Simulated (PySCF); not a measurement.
The dipole of `S([SiH3])[Si@@H](C)[Si@@H](C#C)O[SiH3]` from its density and from atomic charges.

Coordinates (GFN2-xTB, Å) and charges (e) from the PBE0/pcSseg-1 density (PySCF):

```csv
atom,x,y,z,Mulliken,IAO,Hirshfeld,ESP-fitted
C1,2.427,2.365,-2.058,-0.1974,-0.1771,-0.0765,-0.3243
C2,1.980,1.348,-1.597,-0.1949,-0.3422,-0.1593,-0.1863
Si3,1.262,-0.191,-0.845,+0.9046,+0.9053,+0.3619,+0.5384
O4,2.189,-0.614,0.429,-0.7359,-0.8921,-0.3020,-0.3861
Si5,3.512,-0.855,1.327,+0.7276,+0.8919,+0.3955,+0.5760
Si6,-0.777,0.175,0.164,+0.3099,+0.5384,+0.2620,+0.2863
C7,-1.337,-1.236,1.319,-0.6145,-0.7045,-0.2106,-0.5127
S8,-2.238,0.375,-1.441,-0.5470,-0.4528,-0.2001,-0.4126
Si9,-4.103,0.611,-0.433,+0.4664,+0.5522,+0.2967,+0.4034
H10,2.821,3.250,-2.470,+0.0662,+0.2047,+0.1001,+0.3024
H11,1.428,-1.257,-1.842,-0.0844,-0.1209,-0.0705,-0.0843
H12,3.781,-2.290,1.287,-0.1212,-0.1467,-0.0801,-0.1286
H13,3.130,-0.399,2.663,-0.1250,-0.1458,-0.0811,-0.1225
H14,4.612,-0.079,0.764,-0.1136,-0.1452,-0.0776,-0.1124
H15,-0.911,1.427,0.933,-0.0042,-0.1037,-0.0755,-0.0582
H16,-1.559,-2.140,0.756,+0.1515,+0.1607,+0.0424,+0.1343
H17,-0.551,-1.475,2.030,+0.1485,+0.1610,+0.0441,+0.1360
H18,-2.229,-0.972,1.883,+0.1560,+0.1587,+0.0446,+0.1563
H19,-4.488,-0.667,0.155,-0.0652,-0.1240,-0.0747,-0.0801
H20,-5.016,1.025,-1.483,-0.0603,-0.0980,-0.0656,-0.0466
H21,-3.945,1.616,0.610,-0.0669,-0.1200,-0.0728,-0.0785
```

Q: Compute μ = Σ q r for each scheme (1 e·Å = 4.803 D) and compare with the dipole of the full density.

A: The full density gives (0.53, -0.01, 1.65) D, 1.74 D in size; dipole vectors point from the negative to the positive end.

```csv
scheme,μx,μy,μz,size (D),share of the full size (%),angle to the full dipole (°)
Mulliken,0.01,-1.67,2.83,3.29,190,35
IAO,0.64,-0.04,1.21,1.37,79,10
Hirshfeld,0.43,-0.05,0.51,0.67,39,23
ESP-fitted,0.48,-0.02,1.71,1.78,102,2
```

Q: Which set comes closest?

A: Length of the difference vector: ESP-fitted 0.08 D, IAO 0.46 D, Hirshfeld 1.14 D, Mulliken 2.11 D. Closest: ESP-fitted. The schemes that divide the density aren't constrained to reproduce the dipole.

Q: What is left for the Hirshfeld atoms' own dipoles?

A: The shares of the density sum to the whole, so what Σ q r misses lies in dipoles about the nuclei. The atomic dipoles sum to (0.53, -0.01, 1.65) − (0.43, -0.05, 0.51) = (0.10, 0.04, 1.14) D, 1.14 D in size.

Q: With the origin at the mean of the coordinates, (0.000, 0.001, 0.103) Å, which are the largest single terms, by size, of the IAO dipole along the direction of the full one?

A: Si5 +9.64, Si9 -4.71, S8 +4.69, O4 -4.23, C7 -2.54 D; all 21 atoms together +1.35 D. The single terms depend on the origin, their sum doesn't.

Q: Give the size of the full dipole in other units.

A: 1.74 D = 0.683 au = 0.361 e·Å = 5.79 × 10⁻³⁰ C·m.

Geometry: GFN2-xTB, one conformer, isolated molecule. GFN2-xTB frequencies show an imaginary mode (33i cm⁻¹), so this geometry is no minimum at that level.

Shape of the structure used: `[CH:1]#[C:2][Si@@H:3]([O:4][SiH3:5])[Si@H:6]([CH3:7])[S:8][SiH3:9]`: C2–Si3–O4–Si5 -38°, C2–Si3–Si6–C7 -165°, Si3–Si6–S8–Si9 177°.
